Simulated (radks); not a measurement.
Effect of the nuclear size on the ruthenium ion Ru+, [Kr] 4d7. All-electron calculation, Dirac Kohn-Sham, exchange-only LDA, spin-unpolarised, spherical densities, finite nucleus; open shells fill j = l - 1/2 first; Fermi nuclear charge, rms radius 4.4809 fm. Program: a radial shooting solver on a logarithmic mesh with Libxc functionals. The rms radius is varied about that value; shifts are against it.

\begin{tabular}{lrrrrrr}
rms radius (fm) & total energy shift (eV) & density at nucleus (e/bohr^3) & 1s1/2 shift (meV) & 2s1/2 shift (meV) & 4s1/2 shift (meV) & 5s1/2 (empty) shift (meV) \\ \hline
3.7998 & -0.545 & 1.117e+05 & -230 & -25.1 & -0.825 & -0.083 \\
4.2613 & -0.185 & 1.102e+05 & -77.9 & -8.49 & -0.279 & -0.028 \\
4.4809 & 0 & 1.096e+05 & 0.000 & 0.000 & 0.000 & 0.000 \\
4.8752 & 0.352 & 1.085e+05 & 149 & 16.2 & 0.532 & 0.053 \\
4.9514 & 0.423 & 1.083e+05 & 179 & 19.4 & 0.639 & 0.064 \\
\end{tabular}

Slopes of the eigenvalues against <r^2> in GHz/fm^2, as finite differences over the two radii next to the reference (eigenvalue slopes, not the field-shift constants of lines): 1s1/2 9760, 2s1/2 1060, 4s1/2 35.0, 5s1/2 (empty) 3.51.
